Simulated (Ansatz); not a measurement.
Species: SbF₂, charge 1, singlet. SbF2+ (SMILES [F][Sb+][F]).
B3LYP-D3(BJ)/def2-TZVP minimum from Ansatz (an electronic-structure program):
```
Sb
F 1 1.8520
F 1 1.8520 2 96.14
```
Charge +1, spin multiplicity 1.

Total energies in def2-SVP, 18 correlated electrons, 11 frozen orbitals. UHF or UKS for unpaired electrons; spin-orbit terms are left out. Correlated methods leave the cores frozen (noble-gas shells, and filled d and f shells in the p block). Past Kr the def2 sets carry scalar-relativistic core potentials. Spin-orbit terms, left out, reach several kcal/mol for Br and I, and more for heavier atoms. The spin of F2Sb+ ([F][Sb+][F], singlet) was assumed, and the state is the lowest solution found for it.

```
method    program  energy (Eh)  minus CCSDTQ (mEh)
--------  -------  -----------  ------------------
HF         Ansatz   -437.68208              478.01
MP2        Ansatz   -438.14177               18.32
CCSD       Ansatz   -438.14695               13.13
CCSD(T)    Ansatz   -438.15796                2.13
CCSDT(Q)   Ansatz   -438.16038               -0.29
CCSDTQ     Ansatz   -438.16009                0.00
```

Rough core times of Ansatz's runs on a shared machine: CCSD(T) under 20 s, CCSDT(Q) 70 s, CCSDTQ 90 min.
